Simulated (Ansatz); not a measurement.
Molecule: HgCl2, charge 1, multiplicity 2. The spin state was set by rule; other spins were not relaxed. SMILES of the parent species: [Cl][Hg][Cl]
Geometry from a B3LYP-D3(BJ)/def2-TZVP (Ansatz, an electronic-structure program) optimisation:
```
Hg
Cl 1 2.2795
Cl 1 2.2795 2 180.00
```
Charge +1, spin multiplicity 2.

Parts of the frozen-core correlation energy in def2-TZVPP (Ansatz, hartree). Frozen orbitals: 14; correlated occupied orbitals by spin: 13 and 12; virtual: 116 and 117. UHF or UKS for open shells. No spin-orbit coupling. Past Kr the def2 sets carry scalar-relativistic core potentials.

```
term                             value
-------------------------  -----------
reference (HF)             -1071.23872
MP2 opposite-spin             -0.52434
MP2 same-spin                 -0.23521
CCSD correlation              -0.76362
(T)                           -0.03345
T1 diagnostic                    0.034
largest doubles amplitude        0.054
<S^2> of the reference           0.761
```
